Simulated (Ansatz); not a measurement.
**Energy profile**

The step: AlHSF₂ ([F][Al]([F])[SH]) + NH₃ → AlNH₂F₂ ([NH2][Al]([F])[F]) + H₂S (still joined by a long Al–S bond); bonds formed: S2–H5; dative contacts that become bonds: Al1–N6; bonds broken: H5–N6; bonds weakened to dative contacts: Al1–S2 (atoms numbered as in the saddle structure below).

| atom | x (Å) | y (Å) | z (Å) |
| --- | --- | --- | --- |
| Al1 | -0.7999 | 0.3646 | -0.3840 |
| S2 | 1.5371 | 0.9810 | -0.7186 |
| F3 | -1.2144 | -0.5130 | -1.7213 |
| F4 | -1.6090 | 1.7478 | 0.0057 |
| H5 | 1.1777 | 0.0671 | 0.3771 |
| N6 | -0.1892 | -0.6309 | 1.0366 |
| H7 | 1.7186 | -0.0380 | -1.5771 |
| H8 | -0.2288 | -1.6406 | 0.9985 |
| H9 | -0.3921 | -0.3378 | 1.9831 |

Electronic energies by CCSD(T) at an estimated basis limit (MP2 extrapolated from triple and quadruple zeta, plus CCSD(T) − MP2 in triple zeta), on PBE0-D4/def2-TZVP structures; AlNH₄SF₂, singlet; no counterpoise correction. Ansatz 0.2.0; basis: def2-TZVPP and def2-QZVPP; cores frozen in the correlated methods. Extrapolation: Hartree–Fock as exp(−7.88 √X), correlation as X^−2.97.

Q: Give the profile in eV, counted from the separated reactants. (Judge from chemistry; the value comes from the calculation.)

A: Computed:
```
                                                                                                         point      eV
  separated: AlHSF₂ (linked as [F][Al]([F])[SH]; Al1, S2, F3, F4, H7; singlet) + NH₃ (H5, N6, H8, H9; singlet)   0.000
                                                                                               start structure  -1.584
                                                                                                        saddle  -0.090
                                                                                                 end structure  -0.394
separated: AlNH₂F₂ (linked as [NH2][Al]([F])[F]; Al1, F3, F4, N6, H8, H9; singlet) + H₂S (S2, H5, H7; singlet)   0.185
```
The saddle lies below the separated reactants: the barrier is submerged.

The T1 diagnostic stays at or below 0.013.

For scale, one of the runs: CCSD(T)/def2-TZVPP, 233 basis functions, launched by `ansatz run in.yaml --threads 4 --pin off --events-out ev --progress --plain --max-ram 9574MiB`. Hardware: 4 CPU threads of an Intel Xeon 6975P-C, shared host. Wall time 32 s; peak host memory 4.4 GiB.
